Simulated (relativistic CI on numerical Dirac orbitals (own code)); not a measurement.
Ti3+ in a cubic cluster: 1s photoemission with charge transfer

Computed with a charge-transfer multiplet model of a cubic metal-ligand cluster with up to 2 ligand holes, Slater and spin-orbit integrals from Dirac-Coulomb-Breit ions, Slater integrals scaled by 0.9. The ground state mixes d1 with configurations of k ligand holes L, whose averages lie at kΔ + k(k − 1)U_dd/2; a core hole lowers each added d electron by U_cd. 300 K, Lorentzian 1.1 eV and Gaussian 0.6 eV FWHM.

Atomic integrals in eV (Slater integrals scaled, ζ unscaled), ground: F2dd 7.400, F4dd 4.602, zeta_d 0.017; with the core hole: F2dd 7.400, F4dd 4.602, zeta_d 0.030, G2cd 0.044. Where a configuration has fewer than two d electrons, the dd integrals are those of d2.

Cluster parameters (eV): Δ = 3.2, U_dd = 4.9, 10Dq = 0.25, 10Dq(ligand) = 0.6, V(eg) = 2.9, V(t2g) = -1.34, final-state hopping factor = 0.8.

```
         Case   n_d    d1   d2L  d3L2     S
U_cd = 4.8 eV  1.70  0.41  0.48  0.11  0.50
U_cd = 5.4 eV  1.70  0.41  0.48  0.11  0.50
  U_cd = 6 eV  1.70  0.41  0.48  0.11  0.50
U_cd = 6.6 eV  1.70  0.41  0.48  0.11  0.50
U_cd = 7.8 eV  1.70  0.41  0.48  0.11  0.50
```

Weights, n_d and S are thermal averages at 300 K. Binding energies count from the first peak over 30 % of the highest in each spectrum, which can be another peak from case to case. The parameters are a model scan and need not match a compound or its usual spin state. Peaks in eV (height, largest 100):
- U_cd = 4.8 eV: 0.0 (100), 9.6 (7)
- U_cd = 5.4 eV: 0.0 (100), 9.8 (8)
- U_cd = 6 eV: 0.0 (100), 10.1 (10)
- U_cd = 6.6 eV: 0.0 (100), 10.5 (12)
- U_cd = 7.8 eV: 0.0 (100), 10.7 (16)

Curve for U_cd = 7.8 eV (points under 2 left out, the grid thinned):

| E (eV) | Intensity |
| --- | --- |
| -4.0 | 2.2 |
| -3.6 | 2.7 |
| -3.3 | 3.2 |
| -2.9 | 4.1 |
| -2.5 | 5.5 |
| -2.2 | 7.0 |
| -1.8 | 10.3 |
| -1.4 | 16.4 |
| -1.1 | 24.9 |
| -0.7 | 47.4 |
| -0.3 | 83.9 |
| 0.0 | 100.0 |
| 0.4 | 78.8 |
| 0.8 | 43.3 |
| 1.2 | 23.1 |
| 1.5 | 15.5 |
| 1.9 | 10.1 |
| 2.3 | 7.3 |
| 2.6 | 6.2 |
| 3.0 | 5.2 |
| 3.4 | 4.6 |
| 3.7 | 4.3 |
| 4.1 | 3.9 |
| 4.5 | 3.3 |
| 4.8 | 2.7 |
| 5.2 | 2.2 |
| 7.0 | 2.1 |
| 7.3 | 2.3 |
| 7.7 | 2.4 |
| 8.1 | 2.7 |
| 8.4 | 3.1 |
| 8.8 | 3.6 |
| 9.2 | 4.4 |
| 9.6 | 6.1 |
| 9.9 | 8.6 |
| 10.3 | 13.4 |
| 10.7 | 15.9 |
| 11.0 | 14.3 |
| 11.4 | 11.2 |
| 11.8 | 8.5 |
| 12.1 | 6.5 |
| 12.5 | 4.6 |
| 12.9 | 3.4 |
| 13.2 | 2.8 |
| 13.6 | 2.1 |

For the case U_cd = 6 eV, Δ = 3.2 eV is smaller than U_dd = 4.9 eV, the charge-transfer side of the Zaanen-Sawatzky-Allen scheme. With the core hole the configuration with one ligand hole lies at Δ − U_cd = -1.6, -2.2, -2.8, -3.4, -4.6 eV from the one without, in the order of the table; where this is negative the screened configuration lies lower, though the effective hopping of about 4.9 eV (from the holes of the mixed ground state) mixes the two strongly wherever it is as large as the gap.

With at most 2 ligand holes the space is cut while the next configuration still counts, so covalency is underestimated, and a final configuration with one more ligand hole, which can lie low, is missing from the spectra.
